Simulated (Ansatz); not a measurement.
Consider the cleavage of the Si–Si bond: `CO[SiH](F)[SiH3]` + CH₃NH₂ → `CN[SiH](F)OC` + SiH₄.

Isolated molecules relaxed with PBE0-D4/def2-TZVP in Ansatz; ΔE leaves out vibrations. CCSD(T)/CBS adds triple-zeta CCSD(T) − MP2 to the extrapolated MP2 energy (def2 sets, frozen cores). This one scheme is used for every species. DFT in def2-TZVPP. One conformer a species, not always the lowest.

```json
{"level": "PBE0-D4", "ΔE (kcal/mol)": "-18.2"}
{"level": "ωB97X-V", "ΔE (kcal/mol)": "-20.4"}
{"level": "PBE", "ΔE (kcal/mol)": "-15.7"}
{"level": "CCSD/def2-TZVPP", "ΔE (kcal/mol)": "-21.8"}
```

(1) What does CCSD(T)/CBS give? (Estimate.)

Largest T1 diagnostic among the species: 0.012.

Results:

(1) Ansatz gave: -21.0 kcal/mol. The listed levels differ from it by 2.8, 0.6, 5.3, -0.8 kcal/mol.

The D4 term adds −1.2 kcal/mol with B3LYP and −0.7 kcal/mol with PBE0; it sums over pairs of atoms, weighted by their polarisabilities, and B3LYP, whose exchange is more repulsive, gets the larger term. From PBE to PBE0 (25 % exact exchange), in def2-TZVPP and without D4, ΔE moves by −1.9 kcal/mol.

B3LYP here is the variant with VWN-RPA as its local correlation; programs differ in this.
